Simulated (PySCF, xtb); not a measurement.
Bi(F)2(OH) (BiF2HO), SMILES [Bi]([OH])([F])[F].

GFN2-xTB run with xtb at its own geometry gives an orbital gap of 7.20 eV and a dipole moment of 5.51 D.

The structure is a stationary point at r2SCAN-D4/def2-SVP. The def2 effective core potentials stand for the cores of Bi; spin–orbit coupling is left out. One conformer was computed; it need not be the lowest.

Problem. What does ωB97X/def2-TZVPD in PySCF give? (Estimate from the structure and the level; the computed values follow.)

Solution. gap 11.95 eV (levels -11.81 and 0.14 eV), dipole 3.72 D.
